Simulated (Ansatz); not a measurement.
Cost and result up the ladder for cis-ZnCl2(NH3)4 (ZnN4Cl2H12) (19 atoms). Total charge 0; singlet. Geometry: PBE0-D4/def2-SVP.

```xyz
19

Cl    2.352    0.798   -0.997
Cl    0.943   -0.743    2.392
N    -1.687   -0.642    0.901
N    -0.545    0.606   -1.846
N     0.977   -1.962   -0.486
N     0.277    1.983    1.017
Zn    0.291    0.005    0.123
H    -1.243   -0.905    1.793
H    -2.142   -1.465    0.511
H    -2.409    0.050    1.090
H     0.396    0.892   -2.153
H    -1.166    1.410   -1.911
H    -0.893   -0.105   -2.487
H     1.247   -2.300    0.443
H     1.832   -1.661   -0.963
H     0.540   -2.717   -1.010
H    -0.425    2.720    1.058
H     1.122    2.338    0.561
H     0.536    1.700    1.966
```

Ansatz on 4 threads of Arm Neoverse V2 on a shared host. Times are rough, and most runs start from the orbitals of an earlier one. ωB97M-V/def2-TZVP serves as the yardstick here, not as an exact answer. Differences are given only for rows in sets of like size (and for xTB, whose basis is part of the method), since another set adds its own error. Binding counts from free atoms at the same level (Cl doublet, N quartet, Zn singlet, H doublet; other spins of the atoms weren't run), without zero-point energy or a counterpoise term.

LC-ωPBE has ω = 0.4 bohr⁻¹. Correlated methods freeze 23 core orbitals. Another isomer (singlet) lies 0.09 eV lower at PBE0-D4/def2-TZVP; other spin states weren't run for this one.

Correlated methods converge slowly with the basis.

| level | functions | binding energy per atom (eV) | difference from ωB97M-V/def2-TZVP (eV) |
| --- | --- | --- | --- |
| r2SCAN-D4/def2-TZVP | 318 | 3.17 | -0.03 |
| PBE0-D4/def2-SVP | 183 | 3.20 | – |
| PBE-D4/def2-TZVP (with forces) | 318 | 3.22 | 0.02 |
| ωB97M-V/def2-TZVP | 318 | 3.20 | 0.00 |
| PBE0-D4/def2-TZVP | 318 | 3.16 | -0.04 |
| PBE-D4/def2-SVP | 183 | 3.25 | – |
| MP2/def2-TZVP | 318 | 3.06 | -0.15 |
| LC-ωPBE/def2-TZVP | 318 | 3.15 | -0.06 |

Problem. Estimate how long each takes.

Solution. PBE-D4/def2-SVP 2.9 s; PBE0-D4/def2-SVP 4.3 s; PBE-D4/def2-TZVP (with forces) 6.5 s; LC-ωPBE/def2-TZVP 6.5 s; MP2/def2-TZVP 11 s; r2SCAN-D4/def2-TZVP 11 s; PBE0-D4/def2-TZVP 12 s; ωB97M-V/def2-TZVP 25 s. On shared hardware such times vary by a factor of up to 3.
